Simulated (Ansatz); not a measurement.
`C#C[SiH](C#C)C#C` + H₂ → `C#C[SiH2]C#C` + `C#C`  (hydrogenolysis of the Si–C bond)

Computed with Ansatz on PBE0-D4/def2-TZVP structures; ΔE is electronic, products minus reactants. CCSD(T)/CBS is the MP2 limit (def2-TZVPP, def2-QZVPP) plus CCSD(T) − MP2 in def2-TZVPP, frozen cores. This one scheme is used for every species. DFT in def2-TZVPP.

```tsv
level	ΔE (kJ/mol)	difference from CCSD(T)/CBS
B97M-V	17.7	0.3
PBE0-D4	15.4	-2.0
r2SCANh-D4	18.8	1.4
r2SCAN0-D4	16.4	-1.0
ωB97M-V	14.0	-3.4
B2PLYP	13.8	-3.6
PBE-QIDH	15.7	-1.7
r2SCAN	18.5	1.1
PBE0	9.8	-7.6
CAM-B3LYP	5.4	-12.0
HF/def2-SVP	-9.8	-27.2
MP2/def2-SVP	14.5	-2.9
SCS-MP2/def2-TZVPP	20.0	2.6
CCSD/def2-TZVPP	10.7	-6.7
MP2/CBS(def2)	27.4	10.0
CCSD/CBS(def2)	12.2	-5.2
CCSD(T)/CBS	17.4	0
```

Largest T1 diagnostic among the species: 0.014.

Leaving LDA and LC-ωPBE aside and taking each functional with its dispersion term where it has one, the values, not all of them listed here, spread over 12.9 kJ/mol, from CAM-B3LYP-D4 to revPBE-D4. At CCSD(T), def2-SVP lies −12.4 kJ/mol from the extrapolated value and def2-TZVPP −1.5 kJ/mol.
